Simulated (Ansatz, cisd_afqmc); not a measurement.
Species: Hg, charge 0, singlet.

Total energies in def2-QZVPP, 12 correlated electrons, 4 frozen orbitals. Open shells are spin-unrestricted; no spin-orbit coupling. Correlated methods leave the cores frozen (noble-gas shells, and filled d and f shells in the p block). Past Kr the def2 sets carry scalar-relativistic core potentials. The Monte Carlo rows (phaseless AFQMC, CISD trial, step 0.005/hartree) carry one-sigma bars that omit the constraint's bias. Outlying blocks are dropped, and bars are widened where a walk drifts. Over all cases where full CI ran beside it in this data, AFQMC minus full CI had a median of +0.1 mEh and passed +0.4 mEh in a tenth of the cases.

| method | program | energy (Eh) | minus CCSDT(Q) (mEh) |
|---|---|---|---|
| HF | Ansatz | -152.55458 | 435.79 |
| MP2 | Ansatz | -153.01517 | -24.80 |
| CCSD | Ansatz | -152.97278 | 17.59 |
| CCSD(T) | Ansatz | -152.99161 | -1.24 |
| CCSDT(Q) | Ansatz | -152.99037 | 0.00 |
| AFQMC/CISD | cisd_afqmc | -152.9899 ± 0.0004 | 0.4 ± 0.4 |

Ansatz is a first-principles code.
